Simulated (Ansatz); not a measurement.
Isomers of C2H6Te, B3LYP-D3(BJ)/def2-TZVP minima from an xTB search, which can miss the lowest.
Isomer 1, SMILES C[Te]C (charge 0, multiplicity 1):
```xyz
9

C     -1.574    -0.133     0.089
Te     0.140    -1.444     0.184
C      1.571     0.155    -0.052
H     -2.462    -0.753     0.191
H     -1.530     0.583     0.906
H     -1.589     0.377    -0.870
H      2.562    -0.293    -0.033
H      1.410     0.650    -1.006
H      1.471     0.858     0.771
```
Isomer 2, SMILES CC[TeH] (charge 0, multiplicity 1):
```xyz
9

C     -0.8153     0.5904     0.1638
C     -0.0617    -0.6984    -0.1137
Te     1.9893    -0.7042     0.6202
H     -1.8425     0.5162    -0.2067
H     -0.8534     0.8066     1.2317
H     -0.3435     1.4405    -0.3307
H     -0.5162    -1.5512     0.3904
H     -0.0100    -0.9267    -1.1756
H      2.4533     0.5269    -0.3985
```

Correlated levels freeze the cores. Filled d and f shells under p-block atoms count as core. MP2 and its Hartree–Fock in def2-QZVPP are density fitted.

Codes used: Ansatz (an electronic-structure program).  In def2 rows elements past Kr take small-core potentials, without spin–orbit coupling.

The energy of isomer 2 above isomer 1 is E(isomer 2) − E(isomer 1). Total energies (hartree):

```json
[
 {"level": "HF/def2-TZVPP", "isomer 2": "-346.2497774", "isomer 1": "-346.2517179"},
 {"level": "MP2/def2-TZVPP", "isomer 2": "-346.7475793", "isomer 1": "-346.7514445"},
 {"level": "HF/def2-QZVPP", "isomer 2": "-346.2555895", "isomer 1": "-346.2577551"},
 {"level": "MP2/def2-QZVPP", "isomer 2": "-346.7901440", "isomer 1": "-346.7943086"},
 {"level": "CCSD(T)/def2-TZVPP", "isomer 2": "-346.8114227", "isomer 1": "-346.8143503"}
]
```

Task: Work out the energy of isomer 2 above isomer 1 at the basis-set limit: extrapolate the MP2 correlation part as X⁻³, take Hartree–Fock from the larger set, and add the CCSD(T) − MP2 difference of def2-TZVPP.

Result: 
1. Differences (1 hartree = 627.509 kcal/mol): HF/def2-TZVPP 1.218; MP2/def2-TZVPP 2.425; HF/def2-QZVPP 1.359; MP2/def2-QZVPP 2.613; CCSD(T)/def2-TZVPP 1.837.
2. Correlation parts, MP2 less HF: 1.208 in def2-TZVPP (X = 3), 1.254 in def2-QZVPP (X = 4).
3. Limit (4³·(1.254) − 3³·(1.208))/(4³ − 3³) = 1.288; with HF/def2-QZVPP it gives 2.647.
4. CCSD(T) less MP2 in def2-TZVPP: -0.588.
Result: 2.06 kcal/mol, against 2.43 at MP2/def2-TZVPP. It is an estimate of this method's limit, not of the exact value.
